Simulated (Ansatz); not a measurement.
Pulling on the B1–F2 bond in BF2HO (SMILES OB(F)F) (multiplicity 1 held, fragments rigid). Energies count from the point at 1.332 Å.
Geometry at that point (charge 0, multiplicity 1):
```xyz
5

B     -0.01133    -0.00676     0.01793
F      1.28636    -0.21417    -0.20169
F     -0.53872    -0.47351     1.13641
O     -0.79276     0.65750    -0.85725
H     -0.33000     0.96291    -1.64415
```

Restricted levels (R-, RO-) in cc, def2 and unpolarised 6-31G sets keep to the state of the molecule at rest. Unrestricted levels (U-) break spin symmetry where that is lower. Curves can end on different states.

Correlated levels freeze the cores.

The values were computed with Ansatz (a quantum-chemistry and plane-wave program) with Gaussian orbitals. Each number belongs to the level named beside it.

Energies in kJ/mol.

```tsv
R (Å)	U-HF/cc-pVDZ	R-SCS-MP2/cc-pVDZ	U-SCS-MP2/cc-pVDZ	U-CCSD/cc-pVDZ	U-CCSD(T)/cc-pVDZ
1.066	260	291	291	288	291
1.199	44	59	59	57	59
1.332	0	0	0	0	0
1.466	35	22	22	24	23
1.599	106	82	___	86	83
1.799	235	196	196	203	197
1.999	362	310	310	319	310
2.332	488	474	___	487	475
2.665	521	598	651	600	591
3.064	534	705	___	654	656
3.597	539	785	688	670	674
4.264	540	795	690	673	677
```

Problem. Complete the blanks.

Solution. 
- 2.332, U-SCS-MP2/cc-pVDZ: 573
- 3.064, U-SCS-MP2/cc-pVDZ: 678
- 1.599, U-SCS-MP2/cc-pVDZ: 82

Doubts at one or more of the structures used: a spin-contaminated determinant (U-HF/cc-pVDZ, U-SCS-MP2/cc-pVDZ, U-CCSD/cc-pVDZ, U-CCSD(T)/cc-pVDZ); a restricted determinant that unrestricted orbitals would lower (R-SCS-MP2/cc-pVDZ); T1 above 0.05 (U-CCSD/cc-pVDZ, U-CCSD(T)/cc-pVDZ).
